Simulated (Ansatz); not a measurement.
System: SiHCl2, charge 1, singlet. SiHCl2+ (parent SMILES [SiH](Cl)Cl, singlet).
B3LYP-D3(BJ)/def2-TZVP minimum from Ansatz (a program for electronic structure):
```
Si
H 1 1.4620
Cl 1 1.9550 2 119.53
Cl 1 1.9550 2 119.53 3 180.00
```
Charge +1, spin multiplicity 1.

Total energies in cc-pV(D+d)Z, 18 correlated electrons, 15 frozen orbitals. UHF or UKS for unpaired electrons; spin-orbit terms are left out. Cores are frozen in correlated methods. No relativity. The spin of HCl2Si+ (parent SMILES Cl[SiH]Cl, singlet) was assumed, and the state is the lowest solution found for it.

| method | program | energy (Eh) | minus CCSDT(Q) (mEh) |
|---|---|---|---|
| HF | Ansatz | -1208.31172 | 401.43 |
| MP2 | Ansatz | -1208.66456 | 48.59 |
| CCSD | Ansatz | -1208.69980 | 13.34 |
| CCSD(T) | Ansatz | -1208.71118 | 1.97 |
| CCSDT(Q) | Ansatz | -1208.71314 | 0.00 |

Rough core times of Ansatz's runs on a shared machine: CCSD(T) under 20 s, CCSDT(Q) 3 min.
